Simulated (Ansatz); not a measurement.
`NB(N)Cl` + H–F → `NB(F)Cl` + NH₃ at 600 K and 1 bar (ligand exchange at a B–N bond).

Program: Ansatz. Geometries: PBE0-D4/def2-TZVP. ΔE: electronic, gas phase. CBS: MP2 limit from def2 TZ/QZ plus the TZ coupled-cluster correction, frozen cores. This one scheme is used for every species. One conformer a species, not always the lowest.

| species | CCSD(T)/CBS energy (Eh) | H − E (kJ/mol) | S (J/(mol·K)) |
| --- | --- | --- | --- |
| `NB(N)Cl` | -596.52476 | 203.5 | 367.5 |
| H–F | -100.39570 | 42.3 | 194.0 |
| `NB(F)Cl` | -640.42619 | 132.1 | 345.5 |
| NH₃ | -56.50880 | 112.4 | 219.5 |

H − E and S are ideal-gas, rigid-rotor, harmonic terms from PBE0-D4/def2-TZVP, for one conformer and one mirror image of each species. 1 Eh = 2625.50 kJ/mol, R = 8.31446 J/(mol·K).

Question: By hand: ΔE, ΔH, ΔS and ΔG.

Answer: ΔE = (-640.42619) + (-56.50880) − (-596.52476) − (-100.39570) = -0.01453 Eh = -38.1 kJ/mol. Δ(H − E) = 132.1 + 112.4 − 203.5 − 42.3 = -1.3, so ΔH = -39.4 kJ/mol. ΔS = 345.5 + 219.5 − 367.5 − 194.0 = 3.5 J/(mol·K). ΔG = -39.4 − 600 × (3.5)/1000 = -41.5 kJ/mol.

Question: By hand: the equilibrium constant, and the temperature at which ΔG would vanish if ΔH and ΔS stayed fixed.

Answer: log₁₀ K = −ΔG/(RT ln 10) = 3.6. ΔH and −TΔS have one sign here, so there is no such temperature.

The number of gas molecules stays the same, so ΔS is small and ΔH decides. A doubt of 5 kJ/mol in ΔE shifts log₁₀ K by 0.4 here. Other conformers and mirror images would add mixing entropy, several J/(mol·K) or more a flexible species. These are equilibria of isolated gas molecules and say nothing of rates. Largest T1 diagnostic: 0.011 (customary marks: 0.02 for closed shells, 0.045 for open ones).

ΔS is within the doubt of such terms, so its sign, and with it that verdict, could turn.
